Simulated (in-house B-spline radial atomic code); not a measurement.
Results of a calculation; reference values are marked as such.
Work functions and surface energies across electron densities: Al, Sb, Ga, Pb, Cd, Au, Li, Sr, Ba, K, Rb

The positive ions are smeared into a uniform slab; the electrons are solved self-consistently in the LDA (PW92) on a fine grid across the film. Stabilised jellium adds, inside the slab, the constant potential −n de/dn that makes the bulk stable at the metal's density. No lattice, so no dependence on crystal face. Atomic units unless named.

Thick-film averages; measured work functions from the table in Wikipedia's article on work functions.

```csv
metal,r_s (bohr),Φ jellium (eV),Φ stabilised (eV),Φ measured (eV),σ jellium (J/m²),σ stabilised (J/m²)
Al,2.07,3.77,4.26,4.06 to 4.26,-0.608,0.922
Sb,2.14,3.75,4.21,4.55 to 4.70,-0.409,0.865
Ga,2.19,3.73,4.17,4.32,-0.294,0.825
Pb,2.31,3.68,4.08,4.25,-0.091,0.736
Cd,2.59,3.56,3.86,4.08,0.143,0.562
Au,3.01,3.35,3.54,5.10 to 5.47,0.225,0.381
Li,3.26,3.23,3.37,2.9,0.220,0.306
Sr,3.54,3.10,3.19,about 2.59,0.202,0.243
Ba,3.7,3.03,3.09,2.52 to 2.70,0.188,0.214
K,4.9,2.57,2.51,2.29,0.103,0.092
Rb,5.31,2.44,2.36,2.261,0.083,0.072
```

Task: Where do the two models part, and which lies nearer to measurement?

Result: They differ by +0.49 eV for Al and -0.08 eV for Rb; the stabilising potential vanishes near r_s = 4.2, where jellium is in equilibrium. Against the middle of the measured ranges the mean absolute misses are 0.60 eV (jellium) and 0.42 eV (stabilised). The largest miss of the stabilised model is -1.74 eV, for Au, a noble metal whose d shell the model lacks. Plain jellium has a negative surface energy for Al, Sb, Ga, Pb.
